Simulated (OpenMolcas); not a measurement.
## CH6B2O (SMILES BB(C)O): the vertical energy of the triplet above the singlet from total energies

CH6B2O has 10 atoms, charge 0, and is taken as a singlet. SMILES: `BB(C)O`. Geometry: relaxed at PBE0-D4/def2-TZVP. This is one conformer, not always the lowest.

Both states at this one shape; open shells run unrestricted unless said. 1 Eh = 27.2114 eV.

| level | program | singlet CH6B2O (Eh) | triplet CH6B2O (Eh) |
| --- | --- | --- | --- |
| SVWN5/def2-SVP | OpenMolcas | -165.007567 | -164.891804 |
| B3LYP/6-31G* (Cartesian functions) | OpenMolcas | -166.656375 | -166.524314 |

Q: Work out the vertical gap, second state less first, at each level.

A: 
1. SVWN5/def2-SVP: -164.891804 − (-165.007567) = 0.115763 Eh = 3.15 eV.
2. B3LYP/6-31G* (Cartesian functions): -166.524314 − (-166.656375) = 0.132061 Eh = 3.59 eV.

No measured value is set beside it here; the levels span 3.15 to 3.59 eV.
